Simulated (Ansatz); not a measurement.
`BC1=CC1` + H₂S → `SC1=CC1` + BH₃ at 500 K and 1 bar (substitution at a C–B bond).

Isolated molecules relaxed with PBE0-D4/def2-TZVP in Ansatz; ΔE leaves out vibrations. CCSD(T)/CBS adds triple-zeta CCSD(T) − MP2 to the extrapolated MP2 energy (def2 sets, frozen cores). This one scheme is used for every species. Each species was taken in one conformer, which may not be the lowest.

| species | CCSD(T)/CBS energy (Eh) | H − E (kJ/mol) | S (J/(mol·K)) |
| --- | --- | --- | --- |
| `BC1=CC1` | -141.85370 | 212.1 | 320.7 |
| H₂S | -398.97279 | 57.0 | 224.0 |
| `SC1=CC1` | -514.23842 | 181.6 | 337.8 |
| BH₃ | -26.55200 | 86.8 | 208.8 |

H − E and S are ideal-gas, rigid-rotor, harmonic terms from PBE0-D4/def2-TZVP, for one conformer and one mirror image of each species. 1 Eh = 2625.50 kJ/mol, R = 8.31446 J/(mol·K).

By hand: ΔE, ΔH, ΔS and ΔG.

ΔE = (-514.23842) + (-26.55200) − (-141.85370) − (-398.97279) = 0.03607 Eh = 94.7 kJ/mol. Δ(H − E) = 181.6 + 86.8 − 212.1 − 57.0 = -0.7, so ΔH = 94.0 kJ/mol. ΔS = 337.8 + 208.8 − 320.7 − 224.0 = 1.9 J/(mol·K). ΔG = 94.0 − 500 × (1.9)/1000 = 93.0 kJ/mol.

By hand: the equilibrium constant, and the temperature at which ΔG would vanish if ΔH and ΔS stayed fixed.

log₁₀ K = −ΔG/(RT ln 10) = -9.7. ΔG = 0 at ΔH/ΔS = 49474 K, far beyond where these terms or the molecules hold.

The number of gas molecules stays the same, so ΔS is small and ΔH decides. A doubt of 5 kJ/mol in ΔE shifts log₁₀ K by 0.5 here. Other conformers and mirror images would add mixing entropy, several J/(mol·K) or more a flexible species. These are equilibria of isolated gas molecules and say nothing of rates. Largest T1 diagnostic: 0.011 (customary marks: 0.02 for closed shells, 0.045 for open ones).
